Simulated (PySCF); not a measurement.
A side-by-side comparison of computed properties.

First species: WN(NH2)3 (singlet state).
Structure used (PBE0-D3(BJ)/def2-SVP), in Å, numbered top down from 1:
```
atom  x, y, z in Å
W1     0.0030    0.0014    0.3106
N2     0.0179    0.0079    1.9721
N3     1.9019   -0.0261   -0.1732
H4     2.6769   -0.0337    0.4814
H5     2.2503   -0.0364   -1.1285
N6    -0.9318    1.6599   -0.1548
H7    -1.1135    1.9683   -1.1066
H8    -1.3014    2.3337    0.5073
N9    -0.9749   -1.6354   -0.1419
H10   -1.3618   -2.2945    0.5251
H11   -1.1665   -1.9451   -1.0914
```

Second species: CH9NSeSi2.
Geometry (PBE0-D3(BJ)/def2-SVP, Å), atoms numbered from 1 in this order:
```xyz
14
CH9NSeSi2 angstrom
C     -2.8032   -0.5719    0.1279
N     -1.5645    0.1593    0.2419
Si    -0.0459   -0.3199   -0.4056
Se     1.1432    1.5963   -0.7935
Si     3.1135    0.8175    0.0612
H     -3.6602    0.1096   -0.0045
H     -3.0203   -1.2197    0.9983
H     -2.7722   -1.2223   -0.7603
H     -1.5664    0.8903    0.9448
H     -0.3379   -1.0873   -1.6524
H      0.8416   -1.1722    0.4573
H      3.6170   -0.3641   -0.6999
H      4.0842    1.9421   -0.0726
H      2.9698    0.4414    1.4983
```

Levels: CAM-B3LYP/def2-SVPD for HOMO energy, LUMO energy, HOMO–LUMO gap and static isotropic polarisability; TDDFT CAM-B3LYP/def2-SVPD for lowest singlet excitation; TDA CAM-B3LYP/def2-SVPD for lowest triplet excitation (Tamm–Dancoff); ΔSCF CAM-B3LYP/def2-SVPD for vertical ionisation energy. Geometries: PBE0-D3(BJ)/def2-SVP. Each structure is a single optimised conformer of the isolated species (atoms past krypton carry core potentials, spin–orbit coupling is left out). Electronic properties by PySCF.

Dipoles, sizes and rotational constants follow the conformer. The torsions of the flexible species, by atom-mapped SMILES:
- `[CH3:1][NH:2][SiH2:3][Se:4][SiH3:5]`: C1–N2–Si3–Se4 152°, N2–Si3–Se4–Si5 136°

(1) Which of the two has the higher vertical ionisation energy, and by how much?

(2) Which of the two has the higher HOMO–LUMO gap, and by how much?

(3) Which has the higher LUMO energy?

(4) Which of the two has the higher static isotropic polarisability, and by how much?

(5) Which has the higher HOMO energy?

(6) Which has the higher S1 energy?

(7) Which has the higher T1 energy?

Results:

(1) The first: 9.20 eV against 8.84 eV, a difference of 0.36 eV.

(2) The first: 8.87 eV against 8.79 eV, a difference of 0.08 eV.

(3) The second: 0.66 eV against 0.38 eV, a difference of 0.28 eV.

(4) The second: 106.3 au against 73.3 au, a difference of 33.0 au.

(5) The second: -8.13 eV against -8.49 eV, a difference of 0.36 eV.

(6) The first: 5.55 eV against 5.49 eV, a difference of 0.06 eV.

(7) The second: 5.17 eV against 4.78 eV, a difference of 0.39 eV.

On the first: The polarisability is 10.86 Å³ as a volume (1 au = 0.148185 Å³). The vertical singlet–triplet gap S1 − T1 is 0.77 eV (TDDFT singlet less Tamm–Dancoff triplet). Atoms past krypton carry effective core potentials; spin–orbit coupling is left out.

On the second: The polarisability is 15.75 Å³ as a volume (1 au = 0.148185 Å³), or 1.27 au for each of the 84 electrons. The 10 singlets span 5.49 to 7.19 eV, and their oscillator strengths add up to 0.18. The calculation is non-relativistic and has no spin–orbit coupling, an omission that weighs most on selenium.
